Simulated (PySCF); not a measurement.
## Nuclear quadrupole coupling in `C=Cc1ccncc1`

Compound: C7H7N.
Z-matrix (Å and degrees, PBE0-D3(BJ)/def2-TZVP geometry), rows numbered from 1:
```
C 
C   1  1.3294
C   2  1.4630  1  126.45
C   3  1.3949  2  123.76  1     5.50
C   4  1.3823  3  119.28  2  -179.79
N   5  1.3313  4  124.09  3     0.02
C   6  1.3271  5  116.69  4    -0.15
C   7  1.3859  6  123.72  5     0.03
H   1  1.0828  2  120.75  3   179.88
H   1  1.0841  2  122.53  3     0.15
H   2  1.0872  1  118.68  3  -179.46
H   4  1.0830  3  121.18  2     0.69
H   5  1.0866  4  119.89  3  -179.88
H   7  1.0866  6  116.24  5  -179.90
H   8  1.0845  3  120.29  2    -0.20
```

Field gradients from the PBE0/pcSseg-2 density (PySCF, non-relativistic), principal values in atomic units, ordered |Vxx| ≤ |Vyy| ≤ |Vzz|:

| atom | Vxx | Vyy | Vzz |
| --- | --- | --- | --- |
| N6 | 0.3177 | 0.7771 | -1.0948 |

Question: Find the asymmetry η = (Vxx − Vyy)/Vzz and the couplings χ = eQV/h (234.96 MHz × Q in barn × V in au), with Q(14N) = 0.02044 b.

Answer: 
```
atom             environment  nucleus     η  χzz (MHz)  χxx (MHz)  χyy (MHz)
  N6  pyridine-type nitrogen      14N  0.42      -5.26       1.53       3.73
```

Question: What is Vzz at N6 in SI units (1 au = 9.71736 × 10²¹ V/m²)?

Answer: -1.0948 au = -10.638 × 10²¹ V/m².

Were the hydrogens deuterons (Q(2H) = 0.00286 b), χzz would run from 193 kHz (H14 and H13) to 201 kHz (H9).

Isolated species at its PBE0-D3(BJ)/def2-TZVP geometry (one conformer only).
